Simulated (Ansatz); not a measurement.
C$_{5}$H$_{8}$O$_{2}$ (`O=C1CCCCO1`). Charge 0, multiplicity 1.

Z-matrix (Å, degrees):
```
C
C 1 1.512
C 1 1.519 2 115.8
H 1 1.090 2 106.7 3 -126.6
H 1 1.096 2 104.8 3 121.1
O 2 1.345 1 118.9 3 -21.2
O 2 1.198 1 122.1 3 162.7
C 3 1.515 1 108.7 2 43.7
H 3 1.092 1 110.2 2 166.3
H 3 1.096 1 110.1 2 -76.1
C 6 1.430 2 122.5 1 14.7
H 8 1.093 3 111.8 1 -179.1
H 8 1.095 3 110.3 1 61.6
H 11 1.091 6 105.1 2 -154.8
H 11 1.096 6 107.6 2 90.4
```

List the harmonic frequencies (cm⁻¹, unscaled) at PBE0-D4/def2-TZVP in Ansatz. (Estimate.)

The calculation gave: 96, 146, 323, 415, 460, 506, 568, 664, 770, 834, 900, 937, 956, 1003, 1080, 1117, 1138, 1188, 1208, 1273, 1284, 1309, 1361, 1373, 1389, 1431, 1452, 1476, 1493, 1514, 1846, 3038, 3044, 3051, 3056, 3101, 3106, 3120, 3132.

Is this a minimum?

Yes, all 39 modes are real.

Give the ideal-gas thermochemistry at 298.15 K and 1 bar (rigid rotor, harmonic oscillator; point group C1, symmetry number 1).

Zero-point energy 335.9 kJ/mol; H(298) − E = 354.7 kJ/mol; entropy 330.2 J/(mol·K), of which translation 166.3, rotation 113.4, vibration 50.5; G(298) − E = 256.3 kJ/mol. Modes under 100 cm⁻¹ are hindered rotations or soft bends, so the harmonic entropy is rough.

Rotational constants (cm⁻¹)?

0.1574, 0.08612, 0.05961.
